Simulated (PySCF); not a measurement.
PySCF job for C2H2ClF3, SMILES FC(F)[C@H](F)Cl, PBE-D3(BJ)/def2-SVP. Coordinates come from a PBE-D3(BJ)/def2-SVP optimisation. Other conformers were not sampled.

```python
import numpy as np
from pyscf import gto, scf, dft, df
from pyscf.hessian import thermo

mol = gto.M(
    atom='''
    F     1.45649096   -1.43051148    0.65339911
    C     0.97675297   -0.18549562    0.36561940
    F     1.48322596    0.21065572   -0.82633243
    C    -0.55477881   -0.27138540    0.29406720
    F    -0.92494346   -1.06140957   -0.74510470
    Cl   -1.23572133    1.37868358    0.11175022
    H     1.29780863    0.52442572    1.16247934
    H    -0.95535215   -0.68937248    1.24198951
    ''',
    basis='def2-SVP',
    charge=0,
    spin=0,
    max_memory=1600,
    verbose=3,
)
mf = dft.RKS(mol, xc='pbe').density_fit(auxbasis='def2-universal-jkfit')
mf.disp = 'd3bj'
mf.grids.level = 3
mf.conv_tol = 1e-11
mf.max_cycle = 100
mf.kernel()

# [left out here: the lines that compute and print the analytic Hessian (its translational invariance restored by hand, since the grid's response is missing), thermochemistry and intensities]
```

Log of the run:

```
converged SCF energy = -836.13684787666

WARN: DFTD3 does not support analytical Hessian, using finite difference


WARN: Mole.unit (angstrom) is changed to Bohr

Mode                                 0                   1                   2
Irrep
Freq [cm^-1]                       73.6357            193.2921            238.0123
Reduced mass [au]                  12.8752             12.1126             14.7384
Force const [Dyne/A]                0.0411              0.2666              0.4919
Char temp [K]                     105.9453            278.1043            342.4467
Normal mode                   x     y     z       x     y     z       x     y     z
       0   F                -0.01 -0.05 -0.10    0.07  0.05  0.04    0.05  0.03  0.02
       1   C                -0.00 -0.02  0.03   -0.06 -0.01  0.03    0.00 -0.00 -0.04
       2   F                -0.01  0.11  0.07   -0.12  0.03  0.01    0.13  0.02  0.02
       3   C                -0.00  0.00  0.04   -0.05 -0.06 -0.01   -0.01 -0.02 -0.05
       4   F                -0.02 -0.05  0.09   -0.04 -0.02 -0.05   -0.17 -0.01 -0.00
       5  Cl                 0.03  0.00 -0.06    0.09 -0.01 -0.00   -0.00 -0.01  0.01
       6   H                 0.01 -0.10  0.10   -0.12  0.02  0.02   -0.10  0.02 -0.01
       7   H                -0.01  0.06  0.06   -0.11 -0.07 -0.04    0.06 -0.01 -0.01
Mode                                 3                   4                   5
Irrep
Freq [cm^-1]                      328.5551            393.9466            534.5723
Reduced mass [au]                  14.8018             15.1787             12.1595
Force const [Dyne/A]                0.9414              1.3879              2.0473
Char temp [K]                     472.7177            566.8015            769.1306
Normal mode                   x     y     z       x     y     z       x     y     z
       0   F                 0.13 -0.05 -0.02   -0.08  0.01  0.02   -0.00  0.10 -0.11
       1   C                 0.04 -0.06  0.05    0.02  0.04 -0.01   -0.07  0.06  0.04
       2   F                -0.04 -0.04  0.03   -0.01  0.04 -0.02    0.04 -0.11  0.05
       3   C                 0.01  0.02  0.05    0.04  0.02  0.05   -0.06  0.00  0.04
       4   F                -0.03  0.12 -0.00   -0.03  0.11  0.01    0.02  0.02  0.01
       5  Cl                -0.05 -0.00 -0.04    0.04 -0.11 -0.02    0.02 -0.02  0.00
       6   H                 0.07 -0.07  0.05    0.07  0.04 -0.02   -0.10  0.08  0.03
       7   H                -0.04  0.01  0.03    0.11 -0.04  0.05   -0.08 -0.02  0.02
Mode                                 6                   7                   8
Irrep
Freq [cm^-1]                      751.1157            796.7315            885.3622
Reduced mass [au]                   7.0575              5.6703              3.0082
Force const [Dyne/A]                2.3459              2.1207              1.3893
Char temp [K]                    1080.6882           1146.3192           1273.8391
Normal mode                   x     y     z       x     y     z       x     y     z
       0   F                -0.01  0.01 -0.02    0.04 -0.02  0.02    0.00  0.01  0.00
       1   C                 0.07  0.05  0.07   -0.08 -0.06 -0.05   -0.11 -0.05 -0.09
       2   F                -0.07 -0.04  0.05    0.01  0.02 -0.01   -0.02 -0.01  0.05
       3   C                 0.11  0.11 -0.13   -0.09  0.18 -0.06    0.13 -0.05 -0.06
       4   F                -0.05 -0.05 -0.02    0.04  0.00  0.03    0.02  0.05  0.05
       5  Cl                -0.00 -0.02  0.01    0.01 -0.04  0.02   -0.01  0.01 -0.00
       6   H                 0.11  0.00  0.10   -0.12 -0.08 -0.02   -0.38 -0.02 -0.01
       7   H                 0.14  0.14 -0.10   -0.12  0.27 -0.04    0.36 -0.01  0.05
Mode                                 9                  10                  11
Irrep
Freq [cm^-1]                     1090.6139           1098.9903           1169.9806
Reduced mass [au]                   4.3125              4.6299              2.9596
Force const [Dyne/A]                3.0222              3.2947              2.3869
Char temp [K]                    1569.1506           1581.2023           1683.3417
Normal mode                   x     y     z       x     y     z       x     y     z
       0   F                 0.04 -0.10  0.01   -0.02  0.07  0.00    0.01 -0.02 -0.00
       1   C                -0.04  0.17 -0.08    0.02 -0.11 -0.09   -0.09 -0.00  0.14
       2   F                -0.01 -0.02  0.05   -0.01 -0.00  0.05    0.03  0.01 -0.09
       3   C                -0.04  0.04  0.04    0.01  0.08  0.13    0.04  0.06  0.07
       4   F                -0.00 -0.02 -0.03   -0.01 -0.05 -0.08   -0.01 -0.03 -0.05
       5  Cl                 0.01  0.00 -0.00   -0.00  0.00 -0.00   -0.00  0.00 -0.00
       6   H                -0.00  0.21 -0.12    0.19 -0.15 -0.12   -0.28 -0.07  0.28
       7   H                 0.29 -0.14  0.11    0.23 -0.01  0.18    0.32 -0.09  0.13
Mode                                12                  13                  14
Irrep
Freq [cm^-1]                     1214.3393           1321.9869           1348.7641
Reduced mass [au]                   1.3099              1.2204              1.7593
Force const [Dyne/A]                1.1381              1.2566              1.8857
Char temp [K]                    1747.1639           1902.0448           1940.5713
Normal mode                   x     y     z       x     y     z       x     y     z
       0   F                -0.00 -0.02 -0.00    0.01  0.01  0.01    0.02 -0.00  0.01
       1   C                -0.01  0.03 -0.01   -0.02  0.06 -0.02   -0.14  0.05 -0.03
       2   F                 0.00  0.00  0.00    0.00 -0.01 -0.01    0.02 -0.00 -0.00
       3   C                 0.09 -0.03  0.07   -0.06 -0.07 -0.04    0.11  0.02  0.03
       4   F                -0.01 -0.01 -0.05    0.01  0.01 -0.01   -0.02 -0.01  0.00
       5  Cl                -0.00 -0.01  0.01    0.00 -0.00  0.00   -0.00 -0.00 -0.00
       6   H                -0.22  0.23 -0.11    0.29 -0.49  0.33    0.44 -0.31  0.04
       7   H                -0.38  0.68  0.16    0.25  0.45  0.33   -0.37 -0.17 -0.27
Mode                                15                  16                  17
Irrep
Freq [cm^-1]                     1363.9593           2986.2914           3017.7391
Reduced mass [au]                   1.3795              1.0884              1.0887
Force const [Dyne/A]                1.5121              5.7188              5.8413
Char temp [K]                    1962.4337           4296.6084           4341.8546
Normal mode                   x     y     z       x     y     z       x     y     z
       0   F                -0.01  0.00  0.01    0.00 -0.00  0.00    0.00 -0.00  0.00
       1   C                 0.10  0.05 -0.09   -0.03 -0.05 -0.06   -0.00 -0.00 -0.01
       2   F                -0.02 -0.02  0.00    0.00  0.00 -0.00   -0.00 -0.00  0.00
       3   C                 0.00  0.03  0.05   -0.00 -0.00  0.01    0.03  0.03 -0.07
       4   F                -0.00 -0.01  0.00    0.00  0.00  0.00   -0.00 -0.00 -0.00
       5  Cl                 0.00 -0.00 -0.00   -0.00  0.00 -0.00   -0.00  0.00  0.00
       6   H                -0.48 -0.34  0.50    0.29  0.60  0.67    0.04  0.07  0.08
       7   H                -0.25 -0.14 -0.14    0.04  0.04 -0.10   -0.36 -0.35  0.80
temperature 298.1500 [K]
pressure 101325.00 [Pa]
Rotational constants [GHz] 4.56295 1.90767 1.67864
Symmetry number 1
Zero-point energy (ZPE) 0.04285 [Eh]   112496.155 [J/mol]
                           tot       elec      trans        rot        vib
Entropy [J/mol/K]       332.626      0.000    168.295    115.013     49.317
Cv [J/mol/K]             79.995      0.000     12.472     12.472     55.052
Cp [J/mol/K]             88.310      0.000     20.786     12.472     55.052
Internal energy [J/mol]                      3718.434   3718.434 120650.210
Internal energy [Eh]   -836.08806  -836.13685
Enthalpy [J/mol]                             6197.391   3718.434 120650.210
Enthalpy [Eh]          -836.08712
Gibbs free energy [J/mol]                  -43979.850 -30572.741 105946.311
Gibbs free energy [Eh] -836.12489
static polarisability / bohr^3: [[31.446 -5.015  0.629]
 [-5.015 37.871 -0.619]
 [ 0.628 -0.619 28.069]]
largest difference of analytic and finite-field dipole derivatives / e: 0.00022812010589298715
mode   freq/cm-1   IR/(km/mol)   Raman/(A^4/amu)   depolarisation
   1       73.64         0.654             0.202            0.748
   2      193.29         3.258             0.458            0.709
   3      238.01         1.881             0.153            0.569
   4      328.56         1.596             1.802            0.661
   5      393.95         3.565             4.803            0.388
   6      534.57        11.534             1.840            0.445
   7      751.12        44.548             3.627            0.451
   8      796.73        91.730             6.041            0.231
   9      885.36        41.347             5.112            0.443
  10     1090.61       208.709             3.507            0.423
  11     1098.99        20.585             2.873            0.632
  12     1169.98       139.315             5.408            0.387
  13     1214.34        11.965             5.843            0.734
  14     1321.99         7.189             7.668            0.744
  15     1348.76        32.316             2.215            0.700
  16     1363.96        31.517             1.522            0.676
  17     2986.29        29.525            68.941            0.309
  18     3017.74        16.134            96.241            0.186
max |gradient| / (hartree/bohr): 0.00022930249370654973
APT charges: [-0.5175  1.0487 -0.4761  0.8168 -0.4819 -0.3142 -0.0435 -0.0324]
```

Self-consistency was reached.

Cost: about 2.5 core-minutes (a rough figure).
